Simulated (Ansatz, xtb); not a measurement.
**Relative energy of two isomers of C4H2F2O2**

Structure X is `O=C1O[C@H](F)C=C1F`, a singlet and structure Y is `O=C1C=CC(F)(F)O1`, a singlet. Both are isolated molecules in the gas phase, relaxed with r2SCAN-D4/def2-SVP.

Quicker runs give these differences E(Y) − E(X): GFN2-xTB −7.1 kcal/mol; HF/STO-3G −9.2 kcal/mol (at GFN2-xTB geometries); r2SCAN-D4/def2-SVP//GFN2-xTB −13.8 kcal/mol.

Q: Estimate E(Y) − E(X) at the level CCSD(T)/def2-SVP + ΔMP2/def2-TZVPP.

A: Calculated at CCSD(T)/def2-SVP + ΔMP2/def2-TZVPP: E(Y) − E(X) = −13.4 kcal/mol, so structure Y lies lower.

Level by level:

| level | geometry | E(Y) − E(X) (kcal/mol) | departure from the last row (kcal/mol) | job, with rough time for the two |
| --- | --- | --- | --- | --- |
| GFN2-xTB | GFN2-xTB | −7.1 | +6.3 | optimisation, 0.22 s |
| HF/STO-3G | GFN2-xTB | −9.2 | +4.2 | single point, 0.82 s |
| r2SCAN-D4/def2-SVP//GFN2-xTB | GFN2-xTB | −13.8 | −0.4 | single point, 3.9 s |
| r2SCAN-D4/def2-SVP | r2SCAN-D4/def2-SVP | −13.8 | −0.4 | optimisation, 42 s |
| HF/def2-SVP | r2SCAN-D4/def2-SVP | −16.6 | −3.2 | part of the CCSD(T) run |
| MP2/def2-SVP | r2SCAN-D4/def2-SVP | −15.6 | −2.3 | part of the CCSD(T) run |
| CCSD(T)/def2-SVP | r2SCAN-D4/def2-SVP | −15.5 | −2.1 | single point |
| CCSD(T)/def2-SVP + ΔMP2/def2-TZVPP | r2SCAN-D4/def2-SVP | −13.4 |  | single point, 83 s |

As drawn, both hold the same kinds of bond in the same numbers.

None of the levels shown reverses the order. The largest departure from CCSD(T)/def2-SVP + ΔMP2/def2-TZVPP is that of GFN2-xTB, 6.3 kcal/mol. The last row adds to CCSD(T) the change of the MP2 difference between the two basis sets, here +2.1 kcal/mol.

With thermal terms from frequencies at re-optimised GFN2-xTB minima (ideal gas, soft modes damped towards free rotors, one conformer each, 298.15 K, 1 atm): the zero-point term adds −0.3 kcal/mol; ΔH is −13.7 and ΔG −13.5 kcal/mol.

The correlated steps freeze 8 core orbitals. Mirror images aren't counted in ΔG. Codes used: Ansatz 0.2.0, xtb 6.7.1; the last row on 2 threads of Intel(R) Xeon(R) Processor @ 2.70GHz on a shared host.
